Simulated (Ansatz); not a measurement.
Gas-phase electronic energies from Ansatz, PBE0-D4/def2-TZVP geometries. CBS: MP2 limit from def2 TZ/QZ plus the TZ coupled-cluster correction, frozen cores. Functionals use def2-TZVPP. B3LYP here is the variant with VWN-RPA as its local correlation; programs differ in this. Each species was taken in one conformer, which may not be the lowest.

Consider the redistribution: `N[SiH2]O[SiH2]N` + `FBBF` → `N[SiH2]BF` + `N[SiH2]OBF`.

```
         level  ΔE (kJ/mol)  difference from CCSD(T)/CBS
        PBE-D4        -44.5                        -13.6
       PBE0-D4        -40.0                         -9.1
      B3LYP-D4        -33.2                         -2.3
           PBE        -45.4                        -14.5
 HF/def2-TZVPP        -23.4                          7.5
MP2/def2-TZVPP        -30.2                          0.7
 HF/def2-QZVPP        -21.7                          9.2
MP2/def2-QZVPP        -28.3                          2.6
  HF/CBS(def2)        -21.4                          9.5
 MP2/CBS(def2)        -27.9                          3.0
   CCSD(T)/CBS        -30.9                            0
```

Largest T1 diagnostic among the species: 0.014.

In def2-TZVPP, CCSD(T) changes the Hartree–Fock value by −9.7 kJ/mol (the triples alone add −2.0 kJ/mol) and MP2 by −6.8 kJ/mol. From PBE to PBE0 (25 % exact exchange), in def2-TZVPP and without D4, ΔE moves by +4.4 kJ/mol.
